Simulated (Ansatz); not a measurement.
Ansatz (an electronic-structure program) input (B3LYP-D3(BJ)/def2-TZVP):

Ansatz 0.2 input:
```yaml
crystal:
  periodic: [false, false, false]
  atoms:
    - {symbol: Al, position_ang: [-0.02142681, -0.00675673, 0.01351642]}
    - {symbol: Br, position_ang: [-0.18347525, 1.69838514, -1.38239262]}
    - {symbol: Br, position_ang: [0.13984373, -1.71206479, 1.40956316]}
basis:
  gaussian:
    orbitals: def2-TZVP
hamiltonian:
  xc: b3lyp
  dispersion: d3bj
total_charge: 1
relax: {f_tol: 0.002, max_steps: 150}
```

Output:

```
Functional definition: B3LYP
integrals: 0.06 GiB planned
1085 factors; their error is unknown
mean field: 0.60 GiB planned
mean field evaluation 1: about -146683.4327 eV, gradient 2.9e1 eV
mean field evaluation 2: about -146679.8497 eV, gradient 5.0e1 eV
mean field evaluation 4: about -146686.0779 eV, gradient 2.1e0 eV
mean field evaluation 8: about -146686.0882 eV, gradient 2.6e-2 eV
mean field evaluation 16: about -146686.7832 eV, gradient 1.1e-5 eV
mean field -146686.78324838 eV, -5390.6398565051 hartree, gradient 1.1e-5 eV, S^2 0.000000; 0 other end points of the search recorded, 0 dependent functions left out
the calculation of the forces begins
reference -146686.78346494 eV, -5390.6398644638 hartree; 41, 41 occupied and 92, 92 virtual orbitals, 1085 factors
relax step   1: F+E_penalty+E_count = -146686.95651396 eV  Δ(F+E_penalty+E_count) = +0.000e0 eV  max|allowed force component| = 6.838e-1 eV/Å  Δτ_max = 0.0000 Å  (29 SCF iters, accepted)
these checks for a lower state are left out or cut short: starts, cluster_reference, orbital_swaps, neighbouring_geometries, increment
integrals: 0.06 GiB planned
1085 factors; their error is unknown
mean field: 0.60 GiB planned
mean field -146686.82898877 eV, -5390.6415374336 hartree, gradient 1.6e-5 eV, S^2 0.000000; 0 other end points of the search recorded, 0 dependent functions left out
the calculation of the forces begins
reference -146686.82920391 eV, -5390.6415453397 hartree; 41, 41 occupied and 92, 92 virtual orbitals, 1085 factors
relax step   2: F+E_penalty+E_count = -146687.00546241 eV  Δ(F+E_penalty+E_count) = -4.895e-2 eV  max|allowed force component| = 2.898e-2 eV/Å  Δτ_max = 0.0513 Å  (30 SCF iters, accepted)
these checks for a lower state are left out or cut short: starts, cluster_reference, orbital_swaps, neighbouring_geometries, increment
integrals: 0.06 GiB planned
1085 factors; their error is unknown
mean field: 0.60 GiB planned
mean field evaluation 32: about -146686.8289 eV, gradient 1.4e-5 eV
mean field -146686.82892420 eV, -5390.6415350605 hartree, gradient 1.4e-5 eV, S^2 0.000000; 0 other end points of the search recorded, 0 dependent functions left out
the calculation of the forces begins
reference -146686.82913927 eV, -5390.6415429644 hartree; 41, 41 occupied and 92, 92 virtual orbitals, 1085 factors
relax step   3: F+E_penalty+E_count = -146687.00553792 eV  Δ(F+E_penalty+E_count) = -7.551e-5 eV  max|allowed force component| = 2.078e-3 eV/Å  Δτ_max = 0.0022 Å  (31 SCF iters, accepted)
these checks for a lower state are left out or cut short: starts, cluster_reference, orbital_swaps, neighbouring_geometries, increment
integrals: 0.06 GiB planned
1085 factors; their error is unknown
mean field: 0.60 GiB planned
mean field -146686.82893396 eV, -5390.6415354192 hartree, gradient 1.4e-5 eV, S^2 0.000000; 0 other end points of the search recorded, 0 dependent functions left out
the calculation of the forces begins
reference -146686.82914904 eV, -5390.6415433233 hartree; 41, 41 occupied and 92, 92 virtual orbitals, 1085 factors
relax step   4: F+E_penalty+E_count = -146687.00553831 eV  Δ(F+E_penalty+E_count) = -3.959e-7 eV  max|allowed force component| = 1.213e-4 eV/Å  Δτ_max = 0.0001 Å  (31 SCF iters, accepted)
integrals: 0.06 GiB planned
1085 factors; their error is unknown
mean field: 0.60 GiB planned
mean field evaluation 64: about -146686.8289 eV, gradient 3.4e-4 eV
mean field -146686.82893396 eV, -5390.6415354192 hartree, gradient 1.4e-5 eV, S^2 0.000000; 1 other end points of the search recorded, 0 dependent functions left out
the calculation of the forces begins
reference -146686.82914904 eV, -5390.6415433233 hartree; 41, 41 occupied and 92, 92 virtual orbitals, 1085 factors
Total energy: -146687.00575339 eV, -5390.6480334136 hartree
Atom 0 at    -0.021610    -0.006808     0.013559 Å, force    -0.000121    -0.000007     0.000006 eV/Å
Atom 1 at    -0.179486     1.657296    -1.348755 Å, force     0.000061    -0.000001     0.000000 eV/Å
Atom 2 at     0.136037    -1.670924     1.375883 Å, force     0.000060     0.000008    -0.000006 eV/Å
Dipole moment:     0.000097     0.000005    -0.000005 e Å
```
